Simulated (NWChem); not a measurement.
Species: CH₆OPbSi, singlet; SMILES C[O][Pb][SiH3]

```xyz
10

Pb     0.3809     0.4818     0.0000
O     -1.7172     0.6501    -0.0008
C     -2.6991    -0.3291     0.0005
H     -2.3036    -1.3661    -0.0035
H     -3.3496    -0.2337     0.8920
H     -3.3558    -0.2293    -0.8861
Si     0.4472    -2.3062    -0.0002
H     -0.2162    -2.9132    -1.2036
H     -0.2096    -2.9096     1.2088
H      1.8685    -2.7945    -0.0033
```
Atoms are numbered in this order, from 1.

Program: NWChem. Low-valent species are run as closed-shell singlets; no triplet was tried in these runs. The geometry was optimised at PBE0/def2-SVP. No frequency run checked for a minimum. def2 effective core potentials on Pb; no spin-orbit coupling. Vertical excitations in the gas phase; the lowest state need not have the same character in each row.

```tsv
level	lowest excitation, singlet (eV)	oscillator strength of that lowest state	lowest state with f > 0.02, singlet (eV)	oscillator strength of that bright state	orbital gap (eV)
PBE/def2-SVP, TDA	2.34	0.001	3.80	0.067	2.08
B3LYP/def2-SVP, TDA	2.36	0.001	4.00	0.063	3.24
PBE0/def2-SVP, TDA	2.48	0.001	4.08	0.059	3.67
```
